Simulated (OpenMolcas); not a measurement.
## Br2+: effect of the basis set

* Program: OpenMolcas 26.06
* Method: RASSCF
* Active space: 3 electrons in 9 orbitals (RAS2 4p; RAS3 4d 5s, at most 1 electron)
* State averaging: 2S+1 = 4 odd, 1 root; 2S+1 = 2 odd, 8 roots; 2S+1 = 4 even, 18 roots; 2S+1 = 2 even, 54 roots
* Spin-orbit coupling: RASSI with atomic mean-field integrals over the reference wave functions, term energies averaged over their components

A. ANO-RCC-VQZP [7s6p4d2f1g], DKH2, point nucleus; cost of the order of 60 core-seconds
B. ANO-R3 [7s6p5d4f2g], X2C, finite nucleus; cost of the order of 80 core-seconds
C. ANO-RCC [9s8p6d4f2g], DKH2, point nucleus; cost roughly 2.2 core-minutes

Energies in cm⁻¹ above 4s² 4p³ ⁴S°_3/2, the measured ground level; measured values from Moore, Atomic Energy Levels, vol. II, NSRDS-NBS 35 (1971 reprint of NBS Circular 467, 1952).

```json
{"Level": "4s² 4p³ ⁴S°_3/2", "A": "0.0", "B": "0.0", "C": "0.0", "Measured": "0.0"}
{"Level": "4s² 4p³ ²D°_3/2", "A": "19941", "B": "19920", "C": "19922", "Measured": ""}
{"Level": "4s² 4p³ ²D°_5/2", "A": "20672", "B": "20665", "C": "20667", "Measured": ""}
{"Level": "4s² 4p³ ²P°_1/2", "A": "34150", "B": "34143", "C": "34139", "Measured": "26915"}
{"Level": "4s² 4p³ ²P°_3/2", "A": "35137", "B": "35147", "C": "35145", "Measured": "28579"}
{"Level": "4s² 4p² 4d ⁴F_3/2", "A": "138476", "B": "148312", "C": "138281", "Measured": ""}
{"Level": "4s² 4p² 4d ⁴F_5/2", "A": "139422", "B": "149289", "C": "139233", "Measured": ""}
{"Level": "4s² 4p² 4d ⁴F_7/2", "A": "140789", "B": "150678", "C": "140613", "Measured": ""}
{"Level": "4s² 4p² 4d ⁴F_9/2", "A": "142565", "B": "152459", "C": "142408", "Measured": ""}
{"Level": "4s² 4p² 4d ⁴D_1/2", "A": "144776", "B": "155430", "C": "144530", "Measured": ""}
{"Level": "4s² 4p² 4d ⁴D_3/2 [51 %]", "A": "144919", "B": "155262", "C": "144678", "Measured": ""}
{"Level": "4s² 4p² 4d ⁴D_5/2 [62 %]", "A": "145606", "B": "155840", "C": "145397", "Measured": ""}
{"Level": "4s² 4p² 4d ⁴D_7/2 [72 %]", "A": "146221", "B": "156433", "C": "146036", "Measured": ""}
{"Level": "4s² 4p² 5s ⁴P_1/2", "A": "146733", "B": "147804", "C": "145606", "Measured": "145417"}
{"Level": "4s² 4p² 4d ²P_3/2(1) [59 %]", "A": "147288", "B": "159845", "C": "146882", "Measured": ""}
{"Level": "4s² 4p² 4d ²F_5/2(1) [65 %]", "A": "148460", "B": "157882", "C": "148472", "Measured": ""}
{"Level": "4s² 4p² 5s ⁴P_3/2 [74 %]", "A": "148706", "B": "149618", "C": "147739", "Measured": "147670"}
{"Level": "4s² 4p² 4d ²P_1/2(1)", "A": "149383", "B": "162604", "C": "148729", "Measured": ""}
{"Level": "4s² 4p² 5s ⁴P_5/2", "A": "150976", "B": "152041", "C": "149910", "Measured": "150260"}
{"Level": "4s² 4p² 4d ²F_7/2(1) [73 %]", "A": "151536", "B": "160852", "C": "151587", "Measured": ""}
{"Level": "4s² 4p² 5s ²P_1/2", "A": "155707", "B": "153606", "C": "154433", "Measured": ""}
{"Level": "4s² 4p² 5s ²P_3/2 [54 %]", "A": "157324", "B": "156379", "C": "155709", "Measured": ""}
{"Level": "4s² 4p² 4d ⁴P_5/2", "A": "160578", "B": "175800", "C": "159916", "Measured": ""}
{"Level": "4s² 4p² 4d ⁴P_3/2", "A": "161748", "B": "176964", "C": "161097", "Measured": ""}
```

Deviations, from unrounded energies. A percentage is the sum of absolute deviations over the sum of measured energies, with the sign that they share, or ± where signs differ.

| Against measurement | Levels | A | B | C |
| --- | --- | --- | --- | --- |
| mean absolute deviation (cm-1) | 5 | 3400 | 4000 | 2900 |
| other terms of the ground configuration (%) | 2 | +24.9 | +24.9 | +24.9 |
| other configurations (%) | 3 | +0.7 | +1.4 | ±0.1 |

C lies closest to measurement on these levels and B furthest from it. The largest miss of C in the table is 4s² 4p³ ²P°_1/2, by +7200 cm-1. The ranking rests on the paired levels alone, and a cruder setting can come out closer through cancelling errors.

Among A to C the level of the table that moves most is 4s² 4p² 4d ⁴P_5/2, by 16000 cm-1 (lowest in C, highest in B).

ANO sets are built for valence states and can reach diffuse excited orbitals poorly, and with the s shell closed the s pⁿ⁺¹ terms that mix with these levels are absent. With the s shell closed, the reference lacks s² → p² mixing. Measured partners are found by configuration, term and J. A level has none where our copy of the source lacks it or the pairing is in doubt (some pairs that miss far off the trend of their configuration count as doubtful), and it then counts in no deviation. Levels of configurations outside the active space are missing. Levels that lie high or do not pair safely by name in every column are left out.

A share in square brackets marks a mixed level and gives the weight of the term that names it, the lowest over the columns. A number in round brackets counts repeated terms of one configuration in the order of the reference energies. ° marks odd parity.
